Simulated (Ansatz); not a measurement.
`BC(Cl)BO` + `C=C(N)S` → `C=C(N)SBO` + `BCCl`  (ligand exchange at a B–C bond)

Isolated molecules relaxed with PBE0-D4/def2-TZVP in Ansatz; ΔE leaves out vibrations. CCSD(T)/CBS adds triple-zeta CCSD(T) − MP2 to the extrapolated MP2 energy (def2 sets, frozen cores). DFT in def2-TZVPP. B3LYP here is the variant with VWN-RPA as its local correlation; programs differ in this. One conformer a species, not always the lowest.

```
             level  ΔE (kcal/mol)
         r2SCAN-D4          -14.5
           PBE0-D4          -14.8
          B3LYP-D4          -14.6
            B2PLYP          -14.7
             B3LYP          -14.1
    MP2/def2-TZVPP          -15.3
SCS-MP2/def2-QZVPP          -14.9
      HF/CBS(def2)          -13.9
```

(1) What does CCSD(T)/CBS give? (Best estimate.)

Largest T1 diagnostic among the species: 0.013.

## Answers

(1) The calculation gave: -14.5 kcal/mol. The listed levels differ from it by 0.0, -0.3, -0.1, -0.2, 0.4, -0.8, -0.4, 0.6 kcal/mol.
